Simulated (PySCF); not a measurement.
## Working with the constants of BeN⁺

LDA constants of BeN⁺, ³Σ⁻ (triplet), unpaired electrons π ↑↑ (basis Be def2-SVPD, N def2-SVPD; no relativity; PySCF 2.14; masses 9.0122 and 14.0031 u):

* ωe: 897.6 cm⁻¹
* ωexe: 10.4 cm⁻¹
* Be: 1.1788 cm⁻¹
* αe: 0.0190 cm⁻¹
* De to Be⁺ + N: 2.63 eV

(1) What force constant and bond length do these constants imply?

(2) Estimate the centrifugal constant D from the Kratzer relation and find the Dunham coefficient a1.

For an ion De counts to the pair picked by the measured ionisation energies or electron affinities, which need not be the lowest pair at this level. The state is the lowest determinant that a PBE0 search found; another state may lie lower at other levels.

Answers

(1) Reduced mass μred = 5.4832 u; k = 5.8918×10⁻⁷·μred·ωe² (u, cm⁻¹, mdyn/Å) = 2.60 mdyn/Å; Re = √(16.8576/(μred·Be)) (u, cm⁻¹, Å) = 1.615 Å.

(2) D = 4Be³/ωe² = 8.13e-06 cm⁻¹; a1 = −1 − αeωe/(6Be²) = -3.05.
